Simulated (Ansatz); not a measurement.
An input meant for In₉P₉H₂₄⁺, a nanocrystal cut from wurtzite InP (hydrogen-capped) (charge 1, doublet).

```yaml
crystal:
  periodic: [false, false, false]
  atoms:
    - {symbol: In, position_ang: [-0.000657, -2.702658, -2.869268]}
    - {symbol: P, position_ang: [-1.960811, -1.133534, -3.682381]}
    - {symbol: P, position_ang: [-0.000717, -2.276132, -0.370906]}
    - {symbol: In, position_ang: [-2.275534, -1.312605, 0.516109]}
    - {symbol: In, position_ang: [-0.000963, -2.688811, 3.852687]}
    - {symbol: P, position_ang: [-1.959746, -1.129097, 3.027029]}
    - {symbol: In, position_ang: [-2.338619, 1.349515, -2.871668]}
    - {symbol: P, position_ang: [-1.970412, 1.138248, -0.372953]}
    - {symbol: In, position_ang: [-2.329734, 1.348088, 3.850494]}
    - {symbol: P, position_ang: [1.960397, -1.134602, -3.682216]}
    - {symbol: In, position_ang: [2.274668, -1.314098, 0.516244]}
    - {symbol: P, position_ang: [1.958854, -1.130329, 3.027143]}
    - {symbol: In, position_ang: [2.339447, 1.348297, -2.871594]}
    - {symbol: P, position_ang: [0.000665, 2.262545, -3.683811]}
    - {symbol: P, position_ang: [1.971212, 1.136970, -0.372886]}
    - {symbol: In, position_ang: [0.000886, 2.627306, 0.513973]}
    - {symbol: In, position_ang: [2.330375, 1.346606, 3.850676]}
    - {symbol: P, position_ang: [0.000645, 2.264313, 3.025208]}
    - {symbol: H, position_ang: [-0.001050, -4.227666, -3.693626]}
    - {symbol: H, position_ang: [-3.165926, -1.828726, -3.345547]}
    - {symbol: H, position_ang: [-2.092352, -1.210084, -5.107633]}
    - {symbol: H, position_ang: [-0.001239, -3.620618, 0.126898]}
    - {symbol: H, position_ang: [-3.613491, -2.084824, -0.298993]}
    - {symbol: H, position_ang: [-0.001308, -4.096044, 2.811220]}
    - {symbol: H, position_ang: [-0.001022, -2.679648, 5.591704]}
    - {symbol: H, position_ang: [-3.146304, -1.813277, 3.458939]}
    - {symbol: H, position_ang: [-3.658873, 2.111553, -3.697149]}
    - {symbol: H, position_ang: [-3.134781, 1.811391, 0.123608]}
    - {symbol: H, position_ang: [-3.547931, 2.051219, 2.808153]}
    - {symbol: H, position_ang: [-2.322530, 1.344791, 5.589527]}
    - {symbol: H, position_ang: [2.092249, -1.211537, -5.107425]}
    - {symbol: H, position_ang: [3.165075, -1.830342, -3.344926]}
    - {symbol: H, position_ang: [3.612209, -2.087206, -0.298695]}
    - {symbol: H, position_ang: [3.144936, -1.815281, 3.459145]}
    - {symbol: H, position_ang: [3.660027, 2.109748, -3.697101]}
    - {symbol: H, position_ang: [0.000780, 2.415189, -5.108992]}
    - {symbol: H, position_ang: [0.001051, 3.653672, -3.346515]}
    - {symbol: H, position_ang: [3.135980, 1.809452, 0.123641]}
    - {symbol: H, position_ang: [0.001402, 4.171600, -0.302194]}
    - {symbol: H, position_ang: [2.322975, 1.343289, 5.589708]}
    - {symbol: H, position_ang: [3.549109, 2.048975, 2.808468]}
    - {symbol: H, position_ang: [0.001050, 3.634363, 3.455924]}
basis:
  gaussian: {orbitals: def2-SVP, fitting: {mean_field: def2-universal-jkfit}}
total_charge: 1
magnetization: {spin_polarized: true, initial_magnetization: 1}
hamiltonian: {xc: {name: CCSD(T)}}
```

```sh
$ ansatz run in.yaml --threads 2 --pin off --events-out ev --progress --plain --max-ram 32768MiB --backend cuda --devices 0, --max-vram 18GiB
```

It prints (some lines left out):

```
Error: YAML parse error: error: line 50 column 19: hamiltonian.xc: no functional is named "CCSD(T)"; the names, which are not case-sensitive, are SVWN5, SPW92, PBE, PBE0, PBEsol, revPBE, revPBE0, RPBE, rPW86-PBE, HSE06, wPBEh, LC-wPBE, HISS, HF, BLYP, B3LYP, B3LYP5, BHLYP, CAM-B3LYP, r2SCAN, r2SCANh, r2SCAN0, r2SCAN50, m-r2SCAN, B97, wB97, wB97X, wB97X-V, B97M-V, wB97M-V, B2PLYP, B2GP-PLYP, PBE0-DH, PBE-QIDH
48 | total_charge: 1
49 | magnetization: {spin_polarized: true, initial_magnetization: 1}
50 | hamiltonian: {xc: {name: CCSD(T)}}
```

Question: What is wrong with this run?

Answer: The method's name isn't one that the program takes here. The input was rejected before any iteration.
